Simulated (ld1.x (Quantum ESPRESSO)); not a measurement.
**What one change does to a pseudopotential (Bi, PAW)**

Bi, PAW, made with ld1.x (Quantum ESPRESSO) 7.5 (PBEsol, scalar-relativistic). Core [Kr] 4d10 4f14, reference 5s2 5p6 5d10 6s2 6p3. Waves: 5s (bound): rcut 1.15, rcutus 1.45 bohr; 6s (bound): rcut 1.15, rcutus 1.45 bohr; 5p (bound): rcut 1.55, rcutus 1.85 bohr; 6p (bound): rcut 1.55, rcutus 1.85 bohr; 5d (bound): rcut 0.90, rcutus 1.05 bohr; 5d channel at 0.9 Ry: rcut 0.90, rcutus 1.05 bohr. Local part: all-electron potential smoothed inside 0.80 bohr (lloc = -1). Core correction: Bessel-smoothed model core, default radius (core density twice the valence density). Augmentation charge: BESSEL, radius 0.70 bohr.

Change: local potential all-electron potential smoothed inside 1.75 bohr (lloc = -1).

Cutoffs: the cutoffs (Ry, on a coarse ladder) from which the occupation-weighted sum of valence levels, in a spherical-Bessel basis at the reference potential, stays within 10 and 1 mRy of its value at 400 Ry; they do not see the model core or the augmentation charge, which bear on the density cutoff. Errors are all-electron minus pseudo energies relative to the spin-unpolarised reference configuration.

How do hardness, ghosts and transferability respond?

The potential gets neither clearly harder nor softer (100 Ry and 180 Ry → 100 Ry and 200 Ry); the bound ghost in s disappears; the number of tests with a reliable result goes from 7 to 6 (the test run of the changed file stopped, so its transferability is not established); of the 6 tests that both files solve, the error grows in 0 and shrinks in 3 by more than 15 % and 0.3 meV (median size 6.5 → 4.6 meV). A state that the projectors do not describe sees the local part alone, so a deeper or shallower local part can create or remove a ghost.

```csv
quantity,base,changed
"cutoff, loose",100 Ry,100 Ry
"cutoff, tight",180 Ry,200 Ry
loose cutoff by channel (10 mRy a level),"s 30 Ry, p 25 Ry, d 70 Ry","s 40 Ry, p 25 Ry, d 70 Ry"
bound ghosts,s,none
tests with a reliable result,7 of 7,6 of 7 (the test run stopped)
"error for 5s2 5p6 5d10 6s2 6p2, meV [ΔE 7.95 eV]",-0.6,-0.5
"error for 5s2 5p6 5d10 6s2 6p1, meV [ΔE 23.24 eV]",-0.9,+0.4
"error for 5s2 5p6 5d10 6s2 6p0, meV [ΔE 46.60 eV]",-33,-11
"error for 5s2 5p6 5d10 6s1 6p4, meV [ΔE 10.12 eV]",-12,+8.7
"error for 5s2 5p6 5d10 6s0 6p5, meV [ΔE 20.57 eV]",-38,+36
"error for 5s2 5p6 5d10 6s2 6p2.5, meV [ΔE 3.11 eV]",-0.5,-0.5
s: phases at 1.99 bohr within 0.05 rad from the reference energy up to (Ry; the scan ends near 5),to the end of the scan,to the end of the scan
p: phases at 1.99 bohr within 0.05 rad from the reference energy up to (Ry; the scan ends near 5),0.2,0.4
d: phases at 1.99 bohr within 0.05 rad from the reference energy up to (Ry; the scan ends near 5),to the end of the scan,to the end of the scan
lowest overlap eigenvalue by channel,"s 0.06, p 0.65, d 0.70","s 0.00, p 0.70, d 0.81"
```

 A true bound ghost makes a file unfit for plane-wave use even where its test errors are small: the radial tests pick states by their node count and pass the ghost by.
